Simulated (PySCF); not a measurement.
**C₆ coefficients of unlike pairs at TPSSh**

Calculated with PySCF 2.14 from the dipole response of each species, C₆(A,B) = (3/π) ∫ α_A(iu) α_B(iu) du, in atomic units, from isotropic polarisabilities. For ions this is the dispersion term alone; charge-induced terms of lower order in 1/R come first.

```tsv
species	configuration	basis	relativity	α (bohr³)	C₆ (like pair)
F³⁺	[He] 2s2 2p2 (3P)	dyall-acv3z (15s9p4d2f)	none	0.9572	0.8718
Au⁺	[Xe] 4f14 5d10 (1S)	aug-cc-pVTZ-PP with ECP60MDF (6s6p5d3f2g)	core potential	13.82	103.6
Xe³⁺	[Kr] 4d10 5s2 5p3 (4S)	aug-cc-pVQZ-PP with one added diffuse shell each of s, p, d, f, g type with ECP28MDF (8s8p6d4f3g)	core potential	9.496	54.97
```

Question: Estimate C₆ for Xe³⁺ with F³⁺.

Answer: The integral gives 6.712. The combination rule 2 C_A C_B / (C_A α_B/α_A + C_B α_A/α_B) gives 6.755 and the geometric mean 6.923.

No spin-orbit coupling is included.

The other pairs:

```
     pair     C₆
Xe³⁺, Au⁺  75.34
 Au⁺, F³⁺  9.254
```
